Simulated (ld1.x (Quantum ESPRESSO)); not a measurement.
Before and after: PAW potential for Ga (Z = 31)

Ga (Z = 31), PAW, made with ld1.x (Quantum ESPRESSO) 7.5 (PBE, scalar-relativistic). Core [Ar], reference 3d10 4s2 4p0.5 (charge +0.5). Waves: 4s (bound): rcut 1.15, rcutus 1.60 bohr; 4s channel at 1 Ry: rcut 1.15, rcutus 1.60 bohr; 4p (bound): rcut 1.80, rcutus 2.40 bohr; 4p channel at 1.55 Ry: rcut 1.80, rcutus 2.40 bohr; 3d (bound): rcut 1.10, rcutus 1.45 bohr; 3d channel at -0.85 Ry: rcut 1.10, rcutus 1.45 bohr; 4f channel at 0.45 Ry: rcut 1.80, rcutus 2.35 bohr; 4f channel at 2.5 Ry: rcut 1.80, rcutus 2.35 bohr. Local part: all-electron potential smoothed inside 1.35 bohr (lloc = -1). Core correction: Bessel-smoothed model core inside 0.65 bohr. Augmentation charge: BESSEL, radius 0.95 bohr.

All-electron outer shells of the reference configuration (PBE, scalar-relativistic, ld1.x):

```json
{"shell": "3p", "level (eV)": "-102.70", "outermost node (bohr)": "0.24", "outermost maximum (bohr)": "0.56"}
{"shell": "3d", "level (eV)": "-22.99", "outermost node (bohr)": "–", "outermost maximum (bohr)": "0.53"}
{"shell": "4s", "level (eV)": "-12.43", "outermost node (bohr)": "0.81", "outermost maximum (bohr)": "1.87"}
{"shell": "4p", "level (eV)": "-5.62", "outermost node (bohr)": "0.87", "outermost maximum (bohr)": "2.41"}
```

Change: waves 4s (bound): rcut 1.15, rcutus 1.64 bohr; 4s channel at 1 Ry: rcut 1.15, rcutus 1.64 bohr.

Cutoffs: the cutoffs (Ry, on a coarse ladder) from which the occupation-weighted sum of valence levels, in a spherical-Bessel basis at the reference potential, stays within 10 and 1 mRy of its value at 400 Ry; they do not see the model core or the augmentation charge, which bear on the density cutoff. Errors are all-electron minus pseudo energies relative to the spin-unpolarised reference configuration.

How do hardness, ghosts and transferability respond?

The potential gets neither clearly harder nor softer (55 Ry and 90 Ry → 55 Ry and 90 Ry); the bound ghost in s disappears; of the 7 tests that both files solve, the error grows in 0 and shrinks in 1 by more than 15 % and 0.3 meV (median size 3.4 → 3.2 meV).

```csv
quantity,base,changed
"cutoff, loose",55 Ry,55 Ry
"cutoff, tight",90 Ry,90 Ry
bound ghosts,s,none
"error for 3d10 4s2 4p1, meV [ΔE -2.03 eV]",+0.2,+0.3
"error for 3d10 4s2 4p0, meV [ΔE 3.66 eV]",-0.4,-0.2
"error for 3d10 4s1 4p0, meV [ΔE 24.79 eV]",-4.2,-3.2
"error for 3d10 4s1 4p1, meV [ΔE 11.03 eV]",-2.2,-2.1
"error for 3d10 4s0 4p0, meV [ΔE 56.06 eV]",-14,-14
"error for 3d9 4s0 4p0, meV [ΔE 119.93 eV]",-393,-393
"error for 3d10 4s0 4p3, meV [ΔE 11.34 eV]",-3.4,-3.4
s: phases at 2.61 bohr within 0.05 rad from the reference energy up to (Ry; the scan ends near 5),to the end of the scan,to the end of the scan
p: phases at 2.61 bohr within 0.05 rad from the reference energy up to (Ry; the scan ends near 5),3.9,3.9
d: phases at 2.61 bohr within 0.05 rad from the reference energy up to (Ry; the scan ends near 5),to the end of the scan,to the end of the scan
f: phases at 2.61 bohr within 0.05 rad from the reference energy up to (Ry; the scan ends near 5),to the end of the scan,to the end of the scan
lowest overlap eigenvalue by channel,"s 0.53, p 0.54, d 1.00, f 0.45","s 0.49, p 0.54, d 1.00, f 0.45"
```

 A true bound ghost makes a file unfit for plane-wave use even where its test errors are small: the radial tests pick states by their node count and pass the ghost by.
